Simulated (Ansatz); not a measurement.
Reaction (redistribution): `[F][InH][SeH]` + hafnium tetrachloride → `[Cl][Hf]([Cl])([Cl])[SeH]` + `[F][InH][Cl]`

Calculated with Ansatz (gas phase, PBE0-D4/def2-TZVP geometries, no zero-point term in ΔE). CBS: MP2 limit from def2 TZ/QZ plus the TZ coupled-cluster correction, frozen cores. DFT in def2-TZVPP. def2 core potentials past Kr. For Hf, In, Se outer-core shells are correlated without core-valence functions, which leaves a few kJ/mol of doubt a bond. Scalar relativity is left out up to krypton. One conformer a species, not always the lowest.

```
        level  ΔE (kJ/mol)
    revPBE-D4         59.8
   r2SCANh-D4         61.4
     PBE-QIDH         58.2
       r2SCAN         62.0
      LC-ωPBE         60.8
CCSD/def2-SVP         63.1
HF/def2-QZVPP         59.2
 HF/CBS(def2)         59.2
```

Question: What does CCSD(T)/CBS give? (Best estimate.)

Answer: The calculation gave: +58.4 kJ/mol. The listed levels differ from it by 1.4, 3.0, -0.2, 3.6, 2.4, 4.7, 0.8, 0.8 kJ/mol.

Largest T1 diagnostic among the species: 0.015.

At CCSD(T), def2-SVP lies +3.9 kJ/mol from the extrapolated value and def2-TZVPP −1.7 kJ/mol. Leaving LDA and LC-ωPBE aside and taking each functional with its dispersion term where it has one, the values, not all of them listed here, spread over 3.9 kJ/mol, from PBE-QIDH to CAM-B3LYP-D4. In def2-TZVPP, CCSD(T) changes the Hartree–Fock value by −3.0 kJ/mol (the triples alone add −1.0 kJ/mol) and MP2 by −3.8 kJ/mol.
